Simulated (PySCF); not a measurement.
Electronic structure of Ca (calcium, neutral) at the UHF level

Configuration: [Ar] 4s2, closed-shell 1S. Calculation: PySCF 2.14, in def2-TZVP (6s5p3d, 36 functions); no relativity, point nucleus.

| Quantity | Value |
| --- | --- |
| Total energy | -676.745801 hartree |
| One-electron energy | -926.4280 hartree |
| Hartree (Coulomb) energy | 284.8920 hartree |
| Exchange energy | -35.2098 hartree |
| Kinetic energy | 676.73029 hartree |
| ⟨S²⟩ | 0.0000 |
| ⟨L²⟩ | 0.000 |
| Sum of ⟨r⟩ | 21.24 bohr |
| Sum of ⟨r²⟩ | 56.51 bohr² |
| Density at the nucleus (Gaussians lack the cusp) | 5170 bohr⁻³ |
| Langevin diamagnetic susceptibility | -44.8 ×10⁻⁶ cm³/mol |
| Time after the integrals | 0.11 s of wall time on 1 thread of Neoverse-N1 (shared host) |

```tsv
shell	electrons	mean orbital energy (hartree)	rms radius, mean of both spins (bohr)
1s	2	-149.36252	0.0896
2s	2	-16.82183	0.395
2p	6	-13.62824	0.363
3s	2	-2.24523	1.24
3p	6	-1.34066	1.38
4s	2	-0.19552	4.52
```
